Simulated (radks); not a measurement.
Results of a calculation; reference values are marked as such.
Species: Ti2+. Configuration: [Ar] 3d2. Level of theory: scalar-relativistic Kohn-Sham, Slater X-alpha with alpha = 0.805, spin-polarised, spherical densities, point nucleus; open shells are filled with parallel spins first (a radial shooting solver on a logarithmic mesh with Libxc functionals). Some entries of the table are withheld. Estimate them.

orbital  occ.  eigenvalue (hartree)  r(max) (bohr)  <1/r> (bohr^-1)
1s down     1             -180.2975        0.04555            21.80
1s up       1             -180.2965        0.04555            21.80
2s up       1             -20.57165         0.2684            4.558
2s down     1             -20.53817         0.2682            4.563
2p up       3             -17.22380         0.2184            4.471
2p down     3             -17.19798         0.2182            4.476
3s up       1              -2.98375         0.8645            1.408
3s down     1              -2.88472         0.8642            1.408
3p up       3              -2.11249         0.8933            1.282
3p down     3              -2.01382         0.8930            1.281
3d up       2              -0.80387         0.9470              (1)
3d down     0              -0.70597         0.9489              (2)

Answer. 
(1) 3d up <1/r> (bohr^-1): 0.9598
(2) 3d down <1/r> (bohr^-1): 0.9544
